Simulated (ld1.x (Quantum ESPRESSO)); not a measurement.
u(r) = r·R(r): atom against pseudo-atom (Rh)

Columns: radius, all-electron u(r) and pseudo u(r) of the 4p shell (level -86.07 eV) of rhodium in the configuration [Ar] 3d10 4s2 4p6 4d6 5s0 5p0; PBE, scalar-relativistic, TM scheme, ld1.x (Quantum ESPRESSO) 7.5.

```json
{"r (bohr)": "0.118", "all-electron": "0.2083", "pseudo": "0.0373"}
{"r (bohr)": "0.235", "all-electron": "-0.5146", "pseudo": "0.1437"}
{"r (bohr)": "0.353", "all-electron": "-0.4889", "pseudo": "0.3082"}
{"r (bohr)": "0.470", "all-electron": "-0.0088", "pseudo": "0.5077"}
{"r (bohr)": "0.588", "all-electron": "0.5029", "pseudo": "0.7179"}
{"r (bohr)": "0.705", "all-electron": "0.8638", "pseudo": "0.9026"}
{"r (bohr)": "0.822", "all-electron": "1.0555", "pseudo": "1.0320"}
{"r (bohr)": "0.940", "all-electron": "1.1098", "pseudo": "1.0853"}
{"r (bohr)": "1.058", "all-electron": "1.0709", "pseudo": "1.0606"}
{"r (bohr)": "1.175", "all-electron": "0.9796", "pseudo": "0.9776"}
{"r (bohr)": "1.292", "all-electron": "0.8645", "pseudo": "0.8644"}
{"r (bohr)": "1.410", "all-electron": "0.7425", "pseudo": "0.7425"}
{"r (bohr)": "1.528", "all-electron": "0.6257", "pseudo": "0.6257"}
{"r (bohr)": "1.645", "all-electron": "0.5204", "pseudo": "0.5204"}
{"r (bohr)": "1.763", "all-electron": "0.4273", "pseudo": "0.4273"}
{"r (bohr)": "1.880", "all-electron": "0.3483", "pseudo": "0.3483"}
{"r (bohr)": "1.998", "all-electron": "0.2813", "pseudo": "0.2813"}
{"r (bohr)": "2.115", "all-electron": "0.2262", "pseudo": "0.2262"}
{"r (bohr)": "2.232", "all-electron": "0.1810", "pseudo": "0.1810"}
{"r (bohr)": "2.350", "all-electron": "0.1439", "pseudo": "0.1439"}
{"r (bohr)": "2.468", "all-electron": "0.1140", "pseudo": "0.1140"}
{"r (bohr)": "2.585", "all-electron": "0.0902", "pseudo": "0.0902"}
{"r (bohr)": "2.702", "all-electron": "0.0711", "pseudo": "0.0711"}
{"r (bohr)": "2.820", "all-electron": "0.0558", "pseudo": "0.0558"}
{"r (bohr)": "2.938", "all-electron": "0.0437", "pseudo": "0.0437"}
{"r (bohr)": "3.055", "all-electron": "0.0342", "pseudo": "0.0342"}
```

How many radial nodes do the two functions have?

The all-electron 4p function has n − l − 1 = 2; the pseudo-wave has 0, since the states of the same l below it are removed with the core.

At about which radius was the pseudo-wave matched?

1.40 bohr, where the columns begin to agree (steps of 0.12 bohr).

Is the pseudo-wave norm-conserving?

Yes: the TM scheme keeps the norm inside the radius equal to the all-electron one, which fixes the energy derivative of the logarithmic derivative at the level.
